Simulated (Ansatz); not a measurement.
Job for Ansatz (an electronic-structure program): R-B3LYP/def2-TZVPP on CH5BO (SMILES BOC), a point of a torsion scan.

Ansatz 0.2 input:
```yaml
crystal:
  periodic: [false, false, false]
  atoms:
    - {symbol: B, position_ang: [1.20676504, -0.14238872, 0.12063368]}
    - {symbol: O, position_ang: [0.19483965, -0.11975850, 0.98853996]}
    - {symbol: C, position_ang: [0.24950262, -0.17135274, 2.38458150]}
    - {symbol: H, position_ang: [1.23294362, -0.99716466, -0.68657147]}
    - {symbol: H, position_ang: [2.19354193, 0.48648466, 0.33180150]}
    - {symbol: H, position_ang: [0.29300168, -1.21983288, 2.69090399]}
    - {symbol: H, position_ang: [1.12836728, 0.35219558, 2.78129992]}
    - {symbol: H, position_ang: [-0.65663379, 0.28359675, 2.79144876]}
basis:
  gaussian:
    orbitals: def2-TZVPP
hamiltonian:
  xc: {name: B3LYP}
scf: {lower_state_search: off}
```

### Question
Give the final energy of this run.

### Answer
-141.2580 hartree.
